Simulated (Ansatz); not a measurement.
The molecule NbS, multiplicity 4 (lowest of 2S+1 = 2, 4, 6, 8 at CCSD(T)/def2-TZVPP on PBE0 minima; our sources give no spin for the ground state, which may be another). No spin–orbit coupling.

Seven points along R, fitted to fifth degree in 1/R; most abundant isotopes. Runs in def2 and cc sets follow the lowest solution found near the PBE0 minimum.

Programs: Ansatz (an electronic-structure program) with Gaussian orbitals.  In def2 rows elements past Kr take small-core potentials, without spin–orbit coupling.

**Question.** What bond length and harmonic frequency does SVWN5/def2-TZVPP give?

**Answer.** r_e = 2.111 Å, ω_e = 562 cm⁻¹.

**Question.** What bond length and harmonic frequency does B3LYP/def2-TZVPP give?

**Answer.** r_e = 2.136 Å, ω_e = 547 cm⁻¹.

**Question.** What bond length and harmonic frequency does BHLYP/def2-TZVPP give?

**Answer.** r_e = 2.126 Å, ω_e = 563 cm⁻¹.
